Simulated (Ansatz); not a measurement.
System: sum formula AlN$_{2}$H$_{4}$Cl, charge 0, multiplicity 1. SMILES: [NH2][Al]([NH2])[Cl]
Structure (B3LYP-D3(BJ)/def2-TZVP (Ansatz, a quantum-chemistry and plane-wave program) minimum search):
```
Al
N 1 1.7611
H 2 1.0070 1 125.72
H 2 1.0072 3 110.58 1 180.00
N 1 1.7611 2 123.30 3 0.00
H 5 1.0070 1 125.72 2 0.00
H 5 1.0072 6 110.58 1 180.00
Cl 1 2.1063 2 118.35 3 180.00
```
Charge 0, spin multiplicity 1.

Parts of the frozen-core correlation energy in aug-cc-pV(D+d)Z (Ansatz, hartree). Frozen orbitals: 12; correlated occupied orbitals by spin: 12 and 12; virtual: 122 and 122. No spin-orbit coupling. Non-relativistic.

```csv
term,value
reference (HF),-812.84071
MP2 opposite-spin,-0.43118
MP2 same-spin,-0.14817
CCSD correlation,-0.61466
(T),-0.01864
T1 diagnostic,0.011
largest doubles amplitude,0.020
```
